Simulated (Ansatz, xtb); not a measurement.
**Two isomers of C3H6GeO3S**

Structure a: `O=C1O[C@@H](S)[C@H]([GeH3])O1`, a singlet. Structure b: `O=C1OC[C@@](S)([GeH3])O1`, a singlet. Both are isolated molecules in the gas phase, relaxed with B3LYP/def2-SVP; the shapes shown needn't be the lowest conformers.

a (Å):

```yaml
atoms:
  - { symbol: C, position_ang: [-2.4919, 1.7319, 1.2202] }
  - { symbol: C, position_ang: [-0.8494, 0.2184, 0.7114] }
  - { symbol: C, position_ang: [-0.9069, 1.3108, -0.3812] }
  - { symbol: Ge, position_ang: [0.6382, 2.5900, -0.3928] }
  - { symbol: O, position_ang: [-3.3844, 2.2531, 1.8042] }
  - { symbol: O, position_ang: [-1.6870, 0.7565, 1.7264] }
  - { symbol: O, position_ang: [-2.1146, 2.0140, -0.0529] }
  - { symbol: S, position_ang: [-1.3594, -1.4624, 0.1808] }
  - { symbol: H, position_ang: [0.1519, 0.0664, 1.1383] }
  - { symbol: H, position_ang: [-2.5146, -1.0746, -0.4108] }
  - { symbol: H, position_ang: [-1.0229, 0.8751, -1.3824] }
  - { symbol: H, position_ang: [1.9192, 1.7912, -0.7098] }
  - { symbol: H, position_ang: [0.3858, 3.6588, -1.4678] }
  - { symbol: H, position_ang: [0.7384, 3.2280, 1.0047] }
```

b (Å):

| atom | x (Å) | y (Å) | z (Å) |
| --- | --- | --- | --- |
| C | -2.9379 | -1.1897 | 2.0633 |
| C | -2.5325 | -0.6351 | -0.1044 |
| C | -1.2131 | -0.5537 | 0.6870 |
| Ge | -0.1516 | 1.1323 | 0.5002 |
| O | -3.5058 | -1.5156 | 3.0520 |
| O | -3.4181 | -1.2821 | 0.8029 |
| O | -1.6817 | -0.6368 | 2.0313 |
| S | -0.1295 | -2.0550 | 0.4437 |
| H | -2.9361 | 0.3650 | -0.3443 |
| H | -2.4539 | -1.2277 | -1.0246 |
| H | 0.1062 | -1.8304 | -0.8707 |
| H | 0.9696 | 1.1112 | 1.5455 |
| H | -1.0983 | 2.3325 | 0.7118 |
| H | 0.4251 | 1.1628 | -0.9297 |

Quicker runs give these differences E(b) − E(a): GFN2-xTB +2.28 kJ/mol; HF/STO-3G +14.52 kJ/mol (at GFN2-xTB geometries); r2SCAN-D4/def2-SVP +5.95 kJ/mol (at GFN2-xTB geometries).

Question: Estimate E(b) − E(a) at the level CCSD(T)/def2-SVP + ΔMP2/def2-TZVPP.

Answer: CCSD(T)/def2-SVP + ΔMP2/def2-TZVPP gives E(b) − E(a) = +3.24 kJ/mol, slightly favouring structure a, which is too small a margin to settle the true order.

The same difference at several levels:

```csv
level,geometry,E(b) − E(a) (kJ/mol),departure from the last row (kJ/mol),"job, with rough time for the two"
GFN2-xTB,GFN2-xTB,+2.28,−0.96,"optimisation, 0.99 s"
HF/STO-3G,GFN2-xTB,+14.52,+11.28,"single point, 4.1 s"
r2SCAN-D4/def2-SVP,GFN2-xTB,+5.95,+2.71,"single point, 18 s"
B3LYP/def2-SVP,B3LYP/def2-SVP,+7.03,+3.79,"optimisation, 6.9 min"
HF/def2-SVP,B3LYP/def2-SVP,+4.25,+1.01,part of the CCSD(T) run
MP2/def2-SVP,B3LYP/def2-SVP,+0.41,−2.83,part of the CCSD(T) run
CCSD(T)/def2-SVP,B3LYP/def2-SVP,+0.98,−2.25,single point
CCSD(T)/def2-SVP + ΔMP2/def2-TZVPP,B3LYP/def2-SVP,+3.24,,"single point, 9.6 min"
```

As drawn, both hold the same kinds of bond in the same numbers.

The largest departure from CCSD(T)/def2-SVP + ΔMP2/def2-TZVPP is that of HF/STO-3G, 11.28 kJ/mol. The last row adds to CCSD(T) the change of the MP2 difference between the two basis sets, here +2.25 kJ/mol.

With thermal terms from frequencies at re-optimised GFN2-xTB minima (ideal gas, soft modes damped towards free rotors, one conformer each, 298.15 K, 1 atm): the zero-point term adds −1.49 kJ/mol; ΔH is +2.52 and ΔG +0.95 kJ/mol.

The correlated steps freeze 20 core orbitals; the filled d shell of Ge is correlated, in a basis made for valence electrons. Programs: Ansatz 0.2.0, xtb 6.7.1; the last row on 2 threads of Intel(R) Xeon(R) Processor @ 2.50GHz (Skylake/Cascade Lake) on a shared host.
